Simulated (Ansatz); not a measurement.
B2F4, charge -1, doublet, at a GFN2-xTB geometry (a state made from the parent by changing its charge; the spin is typed, not shown lowest) (a gas-phase anion, which may not be bound at this level). Base run: CAM-B3LYP/STO-3G run with Ansatz (a quantum-chemistry and plane-wave program).

Input for Ansatz:
Ansatz 0.2 input:
```yaml
crystal:
  periodic: [false, false, false]
  atoms:
    - {symbol: F, position_ang: [-1.54953216, -1.21596691, -0.10577317]}
    - {symbol: B, position_ang: [-0.78082881, -0.04272395, -0.04158793]}
    - {symbol: F, position_ang: [-1.67506405, 1.03952941, -0.06597291]}
    - {symbol: B, position_ang: [0.78082881, 0.04272395, 0.04158793]}
    - {symbol: F, position_ang: [1.67506405, -1.03952941, 0.06597291]}
    - {symbol: F, position_ang: [1.54953216, 1.21596691, 0.10577317]}
basis:
  gaussian:
    orbitals: STO-3G
hamiltonian:
  xc: cam_b3lyp
total_charge: -1
magnetization: {spin_polarized: true, initial_magnetization: 1}
```

Variants of this job, named by their change:

```
change                 basis functions      E (Eh)
---------------------  ---------------  ----------
base                                30  -442.52318
basis = 3-21G                       54  -446.75027
basis = pcseg-0                     54  (withheld)
basis = cc-pVDZ                     84  (withheld)
basis = pc-1                        84  -449.11906
basis = def2-SVP                    84  -448.84287
basis = 6-31G**             (withheld)  (withheld)
basis = 6-311G**                   108  -449.32030
basis = 6-31+G*                    114  -449.23234
basis = 6-311+G(2d,p)              162  -449.36803
basis = pc-2                       180  -449.41826
basis = pcseg-2                    180  (withheld)
basis = aug-cc-pVTZ                276  -449.39582
```

Question: Some entries are withheld; supply them.

Answer: 
- basis = pcseg-0, E (Eh): -447.95186
- basis = cc-pVDZ, E (Eh): -449.20283
- basis = 6-31G**, basis functions: 90
- basis = 6-31G**, E (Eh): -449.16024
- basis = pcseg-2, E (Eh): -449.40802

Totals compare only among sets that treat the same electrons; sets with core potentials leave the core out.

A gas-phase anion may not be bound at this level; its values then depend on the basis.
